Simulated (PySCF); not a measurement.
Isomers of C10H15Cl, mass 170.086 u with the commonest isotopes. Method used: PySCF 2.14.0, PBE0-D3(BJ)/def2-SVP geometry optimisation, gas phase. One conformer each, none proved a minimum here; rigid rotors.

Task: Order these by rotational constant C, largest first.
A. `[CH2:1]=[CH:2][C@@H:3]1[C@H:4]2[CH2:5][C@:6]1([Cl:7])[C@@H:8]2[CH:9]([CH3:10])[CH3:11]` with C1–C2–C3–C4 -25°, C6–C8–C9–C10 78°
B. `Cl[C@H]1[C@@H]2C[C@H]3C[C@@H](C2)C[C@@H]1C3`
C. `Cl[C@]12C[C@H]3C[C@H](C[C@H](C3)C1)C2`

Result: B (863.2 MHz), C (839.8 MHz), A (630.4 MHz).

Task: Order these by dipole moment, largest first.
A. `Cl[C@]12C[C@H]3C[C@H](C[C@H](C3)C1)C2`
B. `[CH2:1]=[CH:2][C@@H:3]1[C@H:4]2[CH2:5][C@:6]1([Cl:7])[C@@H:8]2[CH:9]([CH3:10])[CH3:11]` with C1–C2–C3–C4 -25°, C6–C8–C9–C10 78°
C. `Cl[C@H]1[C@@H]2C[C@H]3C[C@@H](C2)C[C@@H]1C3`

Result: A (2.34 D), C (2.05 D), B (1.83 D).

Task: Order these by radius of gyration √(Σ m r²/M), smallest first.
A. `[CH2:1]=[CH:2][C@@H:3]1[C@H:4]2[CH2:5][C@:6]1([Cl:7])[C@@H:8]2[CH:9]([CH3:10])[CH3:11]` with C1–C2–C3–C4 -25°, C6–C8–C9–C10 78°
B. `C1[C@H]2C[C@H]3C[C@@H]1C[C@@](C2)(C3)Cl`
C. `Cl[C@H]1[C@@H]2C[C@H]3C[C@@H](C2)C[C@@H]1C3`

Result: C (2.078 Å), B (2.101 Å), A (2.350 Å).

| SMILES | point group | Ia (u·Å²) | Ib (u·Å²) | Ic (u·Å²) | κ | μa (D) | μb (D) | μc (D) |
| --- | --- | --- | --- | --- | --- | --- | --- | --- |
| C=C[C@@H]1[C@H]2C[C@]1(Cl)[C@@H]2C(C)C | C1 | 485.05 | 591.15 | 801.70 | 0.09 | 0.34 | 1.59 | 0.83 |
| Cl[C@H]1[C@@H]2C[C@H]3C[C@@H](C2)C[C@@H]1C3 | Cs | 298.41 | 584.41 | 585.47 | -1.00 | 1.97 | 0.59 | 0.00 |
| Cl[C@]12C[C@H]3C[C@H](C[C@H](C3)C1)C2 | C3v | 297.44 | 601.73 | 601.78 | -1.00 | 2.34 | 0.00 | 0.00 |
